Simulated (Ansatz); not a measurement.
One change: `[CH3][Zn][S][Si](F)(F)F` becomes `F[Si](F)(F)CS`.

Ansatz, PBE0-D4/def2-TZVP geometries, multiplicity 1. Each molecule was computed in one conformer, which needn't be the lowest.

Scalar relativity is left out up to krypton.

```tsv
property	`[CH3][Zn][S][Si](F)(F)F`
HOMO–LUMO gap (ωB97M-V/def2-TZVPP) / eV	11.03
LUMO energy (PBE0/def2-TZVPP) / eV	-0.76
HOMO–LUMO gap (PBE0/def2-TZVPP) / eV	7.38
HOMO–LUMO gap (B3LYP/def2-TZVPP) / eV	6.81
LUMO energy (PBE/def2-TZVPP) / eV	-1.56
HOMO energy (PBE/def2-TZVPP) / eV	-6.88
```

Task: What does the change do to each property? (Best estimate.)

Result: Ansatz gave: 
| property | `F[Si](F)(F)CS` | shift |
| --- | --- | --- |
| HOMO–LUMO gap (ωB97M-V/def2-TZVPP) / eV | 11.25 | 0.22 |
| LUMO energy (PBE0/def2-TZVPP) / eV | -0.13 | 0.63 |
| HOMO–LUMO gap (PBE0/def2-TZVPP) / eV | 7.24 | -0.14 |
| HOMO–LUMO gap (B3LYP/def2-TZVPP) / eV | 6.69 | -0.12 |
| LUMO energy (PBE/def2-TZVPP) / eV | -1.05 | 0.51 |
| HOMO energy (PBE/def2-TZVPP) / eV | -6.07 | 0.81 |

With PBE0 the HOMO rises by 0.77 eV and the LUMO rises by 0.63 eV, so the gap narrows by about 0.14 eV. PBE moves the HOMO by 0.81 eV and ωB97M-V by 0.71 eV.

B3LYP here is the variant with VWN-RPA as its local correlation; programs differ in this.
